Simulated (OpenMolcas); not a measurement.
# OpenMolcas run: W III

Input:

```
&GATEWAY
Coord
1

W 0.0 0.0 0.0
Basis=ANO-RCC-VTZP
Group=XYZ
NoMove
AngMom=0.0 0.0 0.0
AMFI
&SEWARD
&RASSCF
FileOrb=start.orb
Symmetry=1
Spin=5
nActEl=4 0 0
Inactive=15 19
Ras2=5 0
CIRoot=5 5 1
SDav=5
CIMx=300
Iter=120 100
PrWF=0.3
OrbListing=Nothing
MaxOrb=0
Atom
>>> COPY $Project.JobIph JOBPRE
&RASSCF
FileOrb=start.orb
Symmetry=1
Spin=5
nActEl=10 2 0
Inactive=15 16
Ras1=0 3
Ras2=5 0
CIRoot=5 5 1
SDav=185
CIMx=300
Iter=120 100
PrWF=0.3
OrbListing=Nothing
MaxOrb=0
Thrs=2.0e-7 1.0e-1 5.0e-4
Atom
>>> COPY $Project.JobIph JOB001
&RASSCF
FileOrb=start.orb
Symmetry=1
Spin=3
nActEl=10 2 0
Inactive=15 16
Ras1=0 3
Ras2=5 0
CIRoot=45 45 1
SDav=615
CIMx=300
Iter=120 100
PrWF=0.3
OrbListing=Nothing
MaxOrb=0
Thrs=2.0e-7 1.0e-1 5.0e-4
Atom
>>> COPY $Project.JobIph JOB002
&RASSCF
FileOrb=start.orb
Symmetry=1
Spin=1
nActEl=10 2 0
Inactive=15 16
Ras1=0 3
Ras2=5 0
CIRoot=50 50 1
SDav=485
CIMx=300
Iter=120 100
PrWF=0.3
OrbListing=Nothing
MaxOrb=0
Thrs=2.0e-7 1.0e-1 5.0e-4
Atom
>>> COPY $Project.JobIph JOB003
&RASSI
NrOfJobIphs=3 5 45 50
1 2 3 4 5
1 2 3 4 5 6 7 8 9 10 11 12 13 14 15 16 17 18 19 20 21 22 23 24 25 26 27
28 29 30 31 32 33 34 35 36 37 38 39 40 41 42 43 44 45
1 2 3 4 5 6 7 8 9 10 11 12 13 14 15 16 17 18 19 20 21 22 23 24 25 26 27
28 29 30 31 32 33 34 35 36 37 38 39 40 41 42 43 44 45 46 47 48 49 50
IphNames
JOB001
JOB002
JOB003
EJob
SpinOrbit
DIPRint=1.0
SOCoupling=1000.0
Subsets=2
MEES
Property=10
'ANGMOM' 1 'ANGMOM' 2 'ANGMOM' 3 'MLTPL  1' 1 'MLTPL  1' 2 'MLTPL  1' 3
'AMFI' 1 'AMFI' 2 'AMFI' 3 'MLTPL  2' 6
SOProperty=3
'ANGMOM' 1 'ANGMOM' 2 'ANGMOM' 3
```

Launched by
```bash
OMP_NUM_THREADS=1 MOLCAS_MEM=1689 MOLCAS_PROJECT=a pymolcas a.inp > a.log  # once for each step of the input, in one work folder
```

A driver script runs the steps one by one and writes start.orb anew before each from the orbitals found so far.

Output, cut to the results:

```
--- SEWARD ---
Basis set label: W.ANO-RCC...8S7P5D3F2G1H.

      Electronic valence basis set:
      ------------------
      Associated Effective Charge  74.000000 au
      Associated Actual Charge     74.000000 au
      Nuclear Model: Point charge

      Shell  nPrim  nBasis  Cartesian Spherical Contaminant
         s      24       8        X
         p      21       7        X
         d      15       5                 X
         f      11       3                 X
         g       4       2                 X
         h       2       1                 X
                  Relativistic Douglas-Kroll-Hess integrals:
                    - DKH order of Hamiltonian: 2
                    - DKH order of Properties : 0
                  Atomic mean-field integrals
--- RASSCF ---
Wave function specifications:
      -----------------------------

      Number of closed shell electrons          62
      Number of electrons in active shells      10
      Max number of holes in RAS1 space          2
      Max nr of electrons in RAS3 space          0
      Number of inactive orbitals               31
      Number of active orbitals                  8
      Number of secondary orbitals              65
      Spin quantum number                      2.0
      State symmetry                             1
Orbital specifications:
      -----------------------

      Symmetry species                           1   2
                                                ag  au
      Frozen orbitals                            0   0
      Inactive orbitals                         15  16
      Active orbitals                            5   3
      RAS1 orbitals                              0   3
      RAS2 orbitals                              5   0
      RAS3 orbitals                              0   0
      Secondary orbitals                        31  34
      Deleted orbitals                           0   0
      Number of basis functions                 51  53
      Number of CSFs                           185
      Number of root(s) required                 5
      Iter CI   SX   CI       RASSCF       Energy    max ROT     max BLB   max BLB  Level Ln srch  Step   QN
          iter iter root      energy       change     param      element    value   shift minimum  type update
 Nr of preliminary CI iterations:   1
      Total energies have been shifted. Add               -16000.00 au
        1   1    8    0  -126.60919054    0.00E+00   5.99E-03   17  25 1  4.05E-03*  0.00   0.00    SX    NO
        2   1    8    0  -126.60931509   -1.25E-04*  1.74E-03   19  23 2  4.17E-03*  0.00   0.00    SX    NO
        3   1    8    0  -126.60932090   -5.81E-06*  1.23E-03   13  30 2  4.29E-03*  0.00   0.00    SX    NO
        4   1    8    0  -126.60931948    1.42E-06*  9.45E-04   13  30 2 -4.85E-03*  0.00   0.00    SX    NO
        5   1    8    0  -126.60931695    2.54E-06*  6.38E-04   13  30 2  5.36E-03*  0.00   0.48    SX   YES
        6   1    8    0  -126.60933041   -1.35E-05*  1.78E-04   13  30 2 -2.46E-03*  0.00   0.69    QN   YES
        7   1    5    0  -126.60933392   -3.51E-06*  7.21E-06   13  37 2 -6.85E-06   0.00   1.00    QN   YES
        8   1    4    0  -126.60933392   -2.02E-10   1.93E-06   13  37 2  3.22E-06   0.00   0.77    QN   YES
      Convergence after  8 iterations
        9   1    4    0  -126.60933392    1.46E-11   1.93E-06   15  23 1 -2.86E-07   0.00   0.77    QN   YES
      Natural orbitals and occupation numbers for root  1
      sym 1:   1.001528   0.004825   1.001536   1.001517   1.001516
      sym 2:   1.996484   1.995448   1.997146
      Natural orbitals and occupation numbers for root  2
      sym 1:   1.001520   1.001538   0.004825   1.001523   1.001516
      sym 2:   1.995984   1.995755   1.997339
      Natural orbitals and occupation numbers for root  3
      sym 1:   0.004825   1.001520   1.001516   1.001523   1.001538
      sym 2:   1.997341   1.995964   1.995773
::    RASSCF root number  1 Total energy: -16126.60933392
::    RASSCF root number  2 Total energy: -16126.60933392
::    RASSCF root number  3 Total energy: -16126.60933392
::    RASSCF root number  4 Total energy: -16126.60933392
::    RASSCF root number  5 Total energy: -16126.60933392
--- RASSCF ---
Wave function specifications:
      -----------------------------

      Number of closed shell electrons          62
      Number of electrons in active shells      10
      Max number of holes in RAS1 space          2
...
--- RASSI ---
SPIN-FREE ENERGIES:
  (Shifted by EMIN (a.u.) =     -16126.6093339210)

 SF State       Relative EMIN(au)   Rel lowest level(eV)    D:o, cm**(-1)      L_eff

     1             0.0000000000        0.0000000000              0.0000         2.0
     2             0.0000000000        0.0000000000              0.0000         2.0
     3             0.0000000000        0.0000000000              0.0000         2.0
     4             0.0000000000        0.0000000000              0.0000         2.0
     5             0.0000000000        0.0000000000              0.0000         2.0
     6             0.0683963994        1.8611608406          15011.2745         1.0
     7             0.0683963994        1.8611608406          15011.2745         1.0
     8             0.0683963994        1.8611608406          15011.2745         1.0
     9             0.0696755102        1.8959672196          15292.0069         5.0
    10             0.0696755102        1.8959672196          15292.0069         5.0
    11             0.0696755102        1.8959672196          15292.0069         5.0
    12             0.0696755102        1.8959672196          15292.0069         5.0
    13             0.0696755102        1.8959672196          15292.0069         5.0
    14             0.0696755102        1.8959672196          15292.0069         5.0
    15             0.0696755102        1.8959672196          15292.0069         5.0
    16             0.0696755102        1.8959672196          15292.0069         5.0
    17             0.0696755102        1.8959672196          15292.0069         5.0
    18             0.0696755102        1.8959672196          15292.0069         5.0
    19             0.0696755102        1.8959672196          15292.0069         5.0
    20             0.0736199142        2.0032999214          16157.7035         3.0
    21             0.0736199142        2.0032999214          16157.7035         3.0
...
```

Levels above the lowest, from the spin-orbit matrix, grouped by J:

```json
{"Configuration": "5d4", "Term": "5D", "J": "0", "E (cm-1)": "0.0", "Measured (cm-1)": "0.0", "Term weight %": "81", "Second": "18 3P(1)"}
{"Configuration": "5d4", "Term": "5D", "J": "1", "E (cm-1)": "1839", "Measured (cm-1)": "2256", "Term weight %": "91", "Second": "9 3P(1)"}
{"Configuration": "5d4", "Term": "5D", "J": "2", "E (cm-1)": "3919", "Measured (cm-1)": "4461", "Term weight %": "96", "Second": "2 3P(1)"}
{"Configuration": "5d4", "Term": "5D", "J": "3", "E (cm-1)": "5900", "Measured (cm-1)": "6278", "Term weight %": "95", "Second": "3 3F(1)"}
{"Configuration": "5d4", "Term": "5D", "J": "4", "E (cm-1)": "7699", "Measured (cm-1)": "7687", "Term weight %": "89", "Second": "10 3F(1)"}
{"Configuration": "5d4", "Term": "3P(1)", "J": "0", "E (cm-1)": "14228", "Measured (cm-1)": "9904", "Term weight %": "69", "Second": "19 5D"}
{"Configuration": "5d4", "Term": "3H", "J": "4", "E (cm-1)": "17066", "Measured (cm-1)": "13701", "Term weight %": "59", "Second": "15 3G"}
{"Configuration": "5d4", "Term": "3P(1)", "J": "1", "E (cm-1)": "19059", "Measured (cm-1)": "", "Term weight %": "87", "Second": "8 5D"}
{"Configuration": "5d4", "Term": "3G", "J": "3", "E (cm-1)": "19884", "Measured (cm-1)": "", "Term weight %": "53", "Second": "41 3F(1)"}
{"Configuration": "5d4", "Term": "3F(1)", "J": "2", "E (cm-1)": "20305", "Measured (cm-1)": "", "Term weight %": "84", "Second": "10 1D(1)"}
{"Configuration": "5d4", "Term": "3H", "J": "5", "E (cm-1)": "20375", "Measured (cm-1)": "", "Term weight %": "81", "Second": "19 3G"}
{"Configuration": "5d4", "Term": "3H", "J": "6", "E (cm-1)": "22103", "Measured (cm-1)": "", "Term weight %": "86", "Second": "14 1I"}
{"Configuration": "5d4", "Term": "3F(1)", "J": "4", "E (cm-1)": "23036", "Measured (cm-1)": "", "Term weight %": "44", "Second": "31 3H"}
{"Configuration": "5d4", "Term": "3P(1)", "J": "2", "E (cm-1)": "24099", "Measured (cm-1)": "", "Term weight %": "73", "Second": "23 3D"}
{"Configuration": "5d4", "Term": "3G", "J": "4", "E (cm-1)": "25067", "Measured (cm-1)": "", "Term weight %": "53", "Second": "29 1G(1)"}
{"Configuration": "5d4", "Term": "3F(1)", "J": "3", "E (cm-1)": "25714", "Measured (cm-1)": "", "Term weight %": "55", "Second": "39 3G"}
{"Configuration": "5d4", "Term": "3D", "J": "3", "E (cm-1)": "28021", "Measured (cm-1)": "", "Term weight %": "84", "Second": "5 1F"}
{"Configuration": "5d4", "Term": "3G", "J": "5", "E (cm-1)": "28151", "Measured (cm-1)": "", "Term weight %": "81", "Second": "19 3H"}
{"Configuration": "5d4", "Term": "3D", "J": "2", "E (cm-1)": "28856", "Measured (cm-1)": "", "Term weight %": "47", "Second": "22 1D(1)"}
{"Configuration": "5d4", "Term": "3D", "J": "1", "E (cm-1)": "30445", "Measured (cm-1)": "", "Term weight %": "94", "Second": "4 3P(1)"}
{"Configuration": "5d4", "Term": "1I", "J": "6", "E (cm-1)": "30978", "Measured (cm-1)": "", "Term weight %": "86", "Second": "14 3H"}
{"Configuration": "5d4", "Term": "1G(1)", "J": "4", "E (cm-1)": "33831", "Measured (cm-1)": "", "Term weight %": "58", "Second": "19 3F(1)"}
{"Configuration": "5d4", "Term": "1S(1)", "J": "0", "E (cm-1)": "33916", "Measured (cm-1)": "", "Term weight %": "83", "Second": "13 3P(1)"}
{"Configuration": "5d4", "Term": "1D(1)", "J": "2", "E (cm-1)": "35900", "Measured (cm-1)": "", "Term weight %": "53", "Second": "19 3D"}
```

Against the 6 measured excited levels shown (NIST levels as listed in McCann et al., Mon. Not. R. Astron. Soc. 538, 537 (2025)) the mean absolute deviation is 1500 cm-1; the largest miss in energy is 5d4 3P0(1) [69 %]: computed 14228, measured 9904 cm-1 (+43.7 %).

Without dynamic correlation excited terms often stand tens of per cent too high (terms of higher spin than the ground term too low), and those without a measured partner can miss by more than the paired ones. Active for correlation alone: 5p; no level in the range computed is led by a configuration that opens it, so any true level of that kind is missing. Measured partners are found by configuration, term and J. A level has none where our copy of the source lacks it or the pairing is in doubt (some pairs that miss far off the trend of their configuration count as doubtful), and it then counts in no deviation. Levels of configurations outside the active space are missing. The first state left out of the spin-orbit step lies near 650000 cm-1 above the lowest spin-free state of the reference (among the parities and spins computed), and the list stops at four fifths of that energy or lower. The table shows the lowest 24 of 34 levels.

The term weight is that of the spin-free term in the level, not the purity of its configuration. A share in square brackets marks a mixed level and gives the weight of the term that names it. A number in round brackets counts repeated terms of one configuration in the order of the reference energies.
